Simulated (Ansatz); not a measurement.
Stepwise reaction of `[SiH3][SiH2][GaH2]` with hydrogen, as a gas-phase model of exchange steps in deposition or etching. ΔE in kJ/mol.

Program: Ansatz. Geometries: PBE0-D4/def2-TZVP. ΔE: electronic, gas phase. CBS: MP2 limit from def2 TZ/QZ plus the TZ coupled-cluster correction, frozen cores. This one scheme is used for every species. DFT in def2-TZVPP. B3LYP here is the variant with VWN-RPA as its local correlation; programs differ in this. For Ga outer-core shells are correlated without core-valence functions, which leaves a few kJ/mol of doubt a bond. Scalar relativity is left out up to krypton.

| step | reaction | PBE-D4 | B3LYP-D4 | ωB97M-V | CCSD(T)/CBS |
| --- | --- | --- | --- | --- | --- |
| 1 | `[SiH3][SiH2][GaH2]` + H₂ → `[SiH3][GaH2]` + SiH₄ | 5.8 | -9.6 | -14.5 | -7.9 |
| 2 | `[SiH3][GaH2]` + H₂ → `[GaH3]` + SiH₄ | 10.0 | -2.7 | -6.9 | -0.2 |

(1) By hand: ΔE of the 2 steps together at CCSD(T)/CBS.

Answers

(1) (-7.9) + (-0.2) = -8.1 kJ/mol, or -4.0 kJ/mol a step.

In ΔE each step is higher than the one before. PBE-D4 differs from CCSD(T)/CBS by 10.2 to 13.7 kJ/mol a step. Isolated molecules leave out the surface, adducts and barriers. Largest T1 diagnostic: 0.014.
